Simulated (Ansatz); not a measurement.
`F[Si]N([SiH3])[SiH3]` at its PBE0-D4/def2-TZVP geometry, where that method's forces vanish. Total charge 0; spin multiplicity 1.

| atom | x (Å) | y (Å) | z (Å) |
| --- | --- | --- | --- |
| F1 | 0.636 | 1.412 | -2.396 |
| Si2 | 1.473 | 1.262 | -1.010 |
| N3 | 0.370 | 0.265 | -0.138 |
| Si4 | 0.771 | -0.229 | 1.491 |
| Si5 | -1.156 | -0.279 | -0.826 |
| H6 | 0.845 | -1.709 | 1.583 |
| H7 | 2.092 | 0.363 | 1.822 |
| H8 | -0.253 | 0.260 | 2.449 |
| H9 | -2.033 | 0.872 | -1.149 |
| H10 | -1.815 | -1.115 | 0.213 |
| H11 | -0.929 | -1.101 | -2.038 |

Task: For each bond, give half the difference of the two atoms' forces along it (eV/Å; positive pushes the atoms apart) under PBE-D4, r2SCAN-D4, B3LYP-D4, ωB97M-V in def2-TZVPP. (Estimate.)

Result: Computed: 
```json
{"bond": "F1–Si2", "length (Å)": "1.626", "PBE-D4": "0.59", "r2SCAN-D4": "0.05", "B3LYP-D4": "0.20", "ωB97M-V": "0.15"}
{"bond": "Si2–N3", "length (Å)": "1.724", "PBE-D4": "0.22", "r2SCAN-D4": "0.06", "B3LYP-D4": "0.11", "ωB97M-V": "0.07"}
{"bond": "N3–Si4", "length (Å)": "1.749", "PBE-D4": "0.07", "r2SCAN-D4": "0.04", "B3LYP-D4": "0.07", "ωB97M-V": "0.07"}
{"bond": "N3–Si5", "length (Å)": "1.760", "PBE-D4": "0.08", "r2SCAN-D4": "0.05", "B3LYP-D4": "0.11", "ωB97M-V": "0.08"}
{"bond": "Si4–H6", "length (Å)": "1.485", "PBE-D4": "0.04", "r2SCAN-D4": "-0.03", "B3LYP-D4": "-0.08", "ωB97M-V": "-0.12"}
{"bond": "Si4–H7", "length (Å)": "1.486", "PBE-D4": "0.05", "r2SCAN-D4": "-0.04", "B3LYP-D4": "-0.09", "ωB97M-V": "-0.11"}
{"bond": "Si4–H8", "length (Å)": "1.485", "PBE-D4": "0.04", "r2SCAN-D4": "-0.03", "B3LYP-D4": "-0.09", "ωB97M-V": "-0.12"}
{"bond": "Si5–H9", "length (Å)": "1.482", "PBE-D4": "0.05", "r2SCAN-D4": "-0.03", "B3LYP-D4": "-0.09", "ωB97M-V": "-0.13"}
{"bond": "Si5–H10", "length (Å)": "1.488", "PBE-D4": "0.04", "r2SCAN-D4": "-0.04", "B3LYP-D4": "-0.09", "ωB97M-V": "-0.09"}
{"bond": "Si5–H11", "length (Å)": "1.482", "PBE-D4": "0.05", "r2SCAN-D4": "-0.03", "B3LYP-D4": "-0.09", "ωB97M-V": "-0.13"}
```

B3LYP here is the variant with VWN-RPA as its local correlation; programs differ in this.
